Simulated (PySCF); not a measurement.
Isomers of C5H7ClO2, one GFN2-xTB conformer each. Single-point energies are computed at PBE0/pcSseg-1 (PySCF, gas phase, no added dispersion term), electronic only.

Problem. Rank them by PBE0/pcSseg-1 energy, lowest first (kJ/mol).
A. `[CH3:1][CH2:2]/[C:3]([Cl:4])=[CH:5]\[C:6](=[O:7])[OH:8]` with C1–C2–C3–Cl4 -69°, C3–C5–C6–O7 1°, C5–C6–O8–H 180°
B. `[CH2:1]=[C:2]([Cl:3])[C:4](=[O:5])[O:6][CH2:7][CH3:8]` with C1–C2–C4–O5 1°, C2–C4–O6–C7 -179°, C4–O6–C7–C8 179°
C. `[CH3:1]/[CH:2]=[C:3](/[Cl:4])[O:5][C:6]([CH3:7])=[O:8]` with C2–C3–O5–C6 -66°, C3–O5–C6–C7 -178°

Solution. A (0.0), C (54.9), B (56.1).

As drawn, the lowest has an O–H bond, which the highest lacks. Neighbours under 10 kJ/mol apart (C/C=C(/Cl)OC(C)=O and C=C(Cl)C(=O)OCC) can change places with a better method, another conformer or zero-point energy. GFN2-xTB itself gives, in the same order: 0.0, 13.6, 39.7. Both levels put the same isomer lowest; measured from each level's own lowest isomer, the values differ by up to 41.3 kJ/mol (C/C=C(/Cl)OC(C)=O: 13.6 against 54.9).

Problem. Which frontier levels, dipoles and rotational constants go with these structures?

Solution. 
| SMILES | HOMO (eV, PBE0/pcSseg-1) | LUMO (eV) | dipole (D) | A, B, C (MHz) |
| --- | --- | --- | --- | --- |
| CC/C(Cl)=C\C(=O)O | -7.79 | -1.61 | 0.34 | 2632, 1057, 795.7 |
| C/C=C(/Cl)OC(C)=O | -7.16 | -0.29 | 2.05 | 2215, 1328, 952.3 |
| C=C(Cl)C(=O)OCC | -7.79 | -1.59 | 0.80 | 2711, 1141, 811.4 |
